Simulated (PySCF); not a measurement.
B(OH)(OMe)(SiH3) (CH7BO2Si), SMILES COB(O)[SiH3]. Atoms are numbered in the order given.

```xyz
12

B      0.6440    -0.0339     0.0000
O      1.9689     0.2861     0.0000
H      2.1342     1.2352     0.0000
O      0.3681    -1.3599     0.0000
C     -0.9153    -1.9339     0.0000
H     -1.0368    -2.5682    -0.8930
H     -1.0368    -2.5682     0.8930
H     -1.7220    -1.1793     0.0000
Si    -0.8020     1.4259     0.0000
H     -1.6892     1.3515     1.2025
H     -1.6892     1.3515    -1.2025
H     -0.1556     2.7777     0.0000
```
Charge 0, spin multiplicity 1.

Geometry: B3LYP-D3(BJ)/def2-SVP. This is a generated structure with no PubChem entry under its InChIKey; it may be hypothetical. One conformer was computed; it need not be the lowest.

Two levels are set side by side: PBE/pcSseg-1 (PySCF) and B3LYP/pcSseg-1 (PySCF). GIAO shifts against BF3 (¹¹B), H2O (¹⁷O), TMS (²⁹Si), TMS (¹H), TMS (¹³C) at the same level; non-relativistic, no solvent, atoms listed together averaged. Differences are taken from unrounded values.

| quantity | B3LYP | PBE | PBE minus B3LYP |
|---|---|---|---|
| δ(¹¹B) of B1 (ppm) | 20.2 | 18.0 | -2.2 |
| δ(¹⁷O) of O2 (ppm) | 181.3 | 193.0 | 11.7 |
| δ(¹H) of H3 (ppm) | 4.60 | 4.73 | 0.14 |
| δ(¹⁷O) of O4 (ppm) | 156.9 | 170.3 | 13.4 |
| δ(¹³C) of C5 (ppm) | 60.1 | 61.4 | 1.3 |
| δ(²⁹Si) of Si9 (ppm) | -116.6 | -125.0 | -8.4 |

Rough cost on one machine, each run with all the roots and properties that it gave: B3LYP against PBE within a factor of 2.
